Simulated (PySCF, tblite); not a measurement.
Isomers of C5H12NSi (doublet state). Computed values, GFN2-xTB/tblite, gas phase, harmonic and unscaled. Errors from tens to a few hundred cm⁻¹ against measured bands are possible. Modes of hydrogen on silicon can be 10 to 20 % off. One conformer each. Open shells enter through the occupations alone, without spin polarisation, and single modes of such species can be off by tens of per cent.

Electronic energies: B3LYP/pcH-1 single points on the GFN2-xTB geometries (PySCF, gas phase).

| SMILES | electronic energy, lowest = 0 (kJ/mol) |
| --- | --- |
| CCCC/C=N/[SiH2] | 55.6 |
| CC[Si@H]([NH])C1CC1 | 113.0 |
| C[CH]CC/C=N/[SiH3] | 79.1 |
| CC[Si@@H](N)[C@H]1[CH]C1 | 69.3 |
| CC[Si](N)C1CC1 | 0.0 |

Problem. How do GFN2-xTB zero-point energies change the relative energies?

Solution. 
```json
{"SMILES": "CC[Si](N)C1CC1", "ZPE (kJ/mol)": "422.5", "of it from modes above 1550 cm⁻¹": "223.1", "electronic (kJ/mol)": "0.0", "with ZPE, lowest = 0 (kJ/mol)": "0.0", "lowest mode (cm⁻¹)": "42", "rings": "1"}
{"SMILES": "CCCC/C=N/[SiH2]", "ZPE (kJ/mol)": "410.7", "of it from modes above 1550 cm⁻¹": "206.6", "electronic (kJ/mol)": "55.6", "with ZPE, lowest = 0 (kJ/mol)": "43.8", "lowest mode (cm⁻¹)": "33", "rings": "0"}
{"SMILES": "CC[Si@@H](N)[C@H]1[CH]C1", "ZPE (kJ/mol)": "409.2", "of it from modes above 1550 cm⁻¹": "217.1", "electronic (kJ/mol)": "69.3", "with ZPE, lowest = 0 (kJ/mol)": "56.0", "lowest mode (cm⁻¹)": "33", "rings": "1"}
{"SMILES": "C[CH]CC/C=N/[SiH3]", "ZPE (kJ/mol)": "394.5", "of it from modes above 1550 cm⁻¹": "210.2", "electronic (kJ/mol)": "79.1", "with ZPE, lowest = 0 (kJ/mol)": "51.0", "lowest mode (cm⁻¹)": "43", "rings": "0"}
{"SMILES": "CC[Si@H]([NH])C1CC1", "ZPE (kJ/mol)": "412.5", "of it from modes above 1550 cm⁻¹": "216.0", "electronic (kJ/mol)": "113.0", "with ZPE, lowest = 0 (kJ/mol)": "103.0", "lowest mode (cm⁻¹)": "33", "rings": "1"}
```

The zero-point energies span 28.0 kJ/mol, from `C[CH]CC/C=N/[SiH3]` to `CC[Si](N)C1CC1`. The lowest isomer stays, but the order above it changes.

Problem. And how do the electronic energies of GFN2-xTB itself compare?

Solution. `CC[Si](N)C1CC1` 124.8; `CCCC/C=N/[SiH2]` 0.0; `CC[Si@@H](N)[C@H]1[CH]C1` 203.8; `C[CH]CC/C=N/[SiH3]` 95.0; `CC[Si@H]([NH])C1CC1` 153.6 kJ/mol, lowest = 0. Against the energies above, taken from the same isomer `CC[Si](N)C1CC1`, the largest difference is 180.4 kJ/mol.

Problem. What do entropy and thermal enthalpy add at 298.15 K and 1 bar (rigid rotor, harmonic oscillator, one conformer each)?

Solution. 
```json
{"SMILES": "CC[Si](N)C1CC1", "point group": "C1", "symmetry number": "1", "S (J/(mol K))": "430.3", "H − H(0) (kJ/mol)": "30.04", "ZPE + H − H(0) − TS (kJ/mol)": "324.3"}
{"SMILES": "CCCC/C=N/[SiH2]", "point group": "C1", "symmetry number": "1", "S (J/(mol K))": "422.2", "H − H(0) (kJ/mol)": "29.22", "ZPE + H − H(0) − TS (kJ/mol)": "314.1"}
{"SMILES": "CC[Si@@H](N)[C@H]1[CH]C1", "point group": "C1", "symmetry number": "1", "S (J/(mol K))": "424.4", "H − H(0) (kJ/mol)": "29.84", "ZPE + H − H(0) − TS (kJ/mol)": "312.5"}
{"SMILES": "C[CH]CC/C=N/[SiH3]", "point group": "C1", "symmetry number": "1", "S (J/(mol K))": "432.9", "H − H(0) (kJ/mol)": "30.55", "ZPE + H − H(0) − TS (kJ/mol)": "296.0"}
{"SMILES": "CC[Si@H]([NH])C1CC1", "point group": "C1", "symmetry number": "1", "S (J/(mol K))": "415.5", "H − H(0) (kJ/mol)": "28.80", "ZPE + H − H(0) − TS (kJ/mol)": "317.5"}
```

S holds R ln(2S + 1) for the spin.
